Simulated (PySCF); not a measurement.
C3H8OSi2, SMILES C([SiH2]O)#CC[SiH3].

The structure is a stationary point at B3LYP-D3(BJ)/def2-SVP. The structure was generated by enumeration, and PubChem lists no compound with its InChIKey, so it may never have been made. Other conformers were not sampled.

Two levels are set side by side: TDDFT-PBE/def2-SVPD (PySCF) and TDDFT-CAM-B3LYP/def2-SVPD (PySCF). Vertical, same geometry. The lowest singlet is HOMO−1→LUMO 92 % with PBE and HOMO−1→LUMO 62 %, HOMO→LUMO+2 16 % with the other functional; states are paired by order. Differences are taken from unrounded values.

| quantity | TDDFT-CAM-B3LYP |
|---|---|
| lowest singlet excitation (eV) | 5.71 |
| lowest triplet excitation (TDA) (eV) | 4.78 |
| first bright state (f over 0.05) (eV) | 7.64 |
| its oscillator strength | 0.47 |

What does TDDFT-PBE give, and how far is it from TDDFT-CAM-B3LYP? (An estimate is asked for; the answer gives what the named calculation found.)


```json
[
 {"quantity": "lowest singlet excitation (eV)", "TDDFT-PBE": "5.34", "TDDFT-PBE minus TDDFT-CAM-B3LYP": "-0.38"},
 {"quantity": "lowest triplet excitation (TDA) (eV)", "TDDFT-PBE": "4.61", "TDDFT-PBE minus TDDFT-CAM-B3LYP": "-0.18"},
 {"quantity": "first bright state (f over 0.05) (eV)", "TDDFT-PBE": "5.50", "TDDFT-PBE minus TDDFT-CAM-B3LYP": "-2.13"},
 {"quantity": "its oscillator strength", "TDDFT-PBE": "0.10", "TDDFT-PBE minus TDDFT-CAM-B3LYP": "-0.38"}
]
```

Functionals without exact exchange tend to place singlet excitations lower, as here. Differences between two approximate levels are no errors against the true value.

Rough cost on one machine, each run with all the roots and properties that it gave: TDDFT-CAM-B3LYP against TDDFT-PBE about 8 times.
